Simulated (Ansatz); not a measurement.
FH$_{3}$S$_{3}$Si (`F[Si](S)(S)S`) at its PBE0-D4/def2-TZVP geometry, where that method's forces vanish. Charge 0, multiplicity 1.

```xyz
8

F    -1.2594   -0.8793   -0.5622
Si   -0.0311   -0.0221   -0.0143
S     0.0950   -0.2368    2.0833
S    -0.3221    2.0130   -0.4986
S     1.7575   -0.7094   -0.9033
H     0.0594   -1.5815    2.0321
H    -1.5653    2.0446    0.0170
H     1.2660   -0.6284   -2.1540
```

Problem. What forces (eV/Å) does r2SCAN-D4/def2-TZVPP give on these atoms in Ansatz? (Best estimate.)

Solution. Ansatz gave: 
```
F1  -0.061 -0.042 -0.027
Si2  0.015  0.008  0.005
S3   0.001  0.007  0.070
S4   0.000  0.068 -0.024
S5   0.064 -0.028 -0.015
H6   0.001 -0.016 -0.002
H7  -0.012  0.000  0.006
H8  -0.007  0.002 -0.013
```
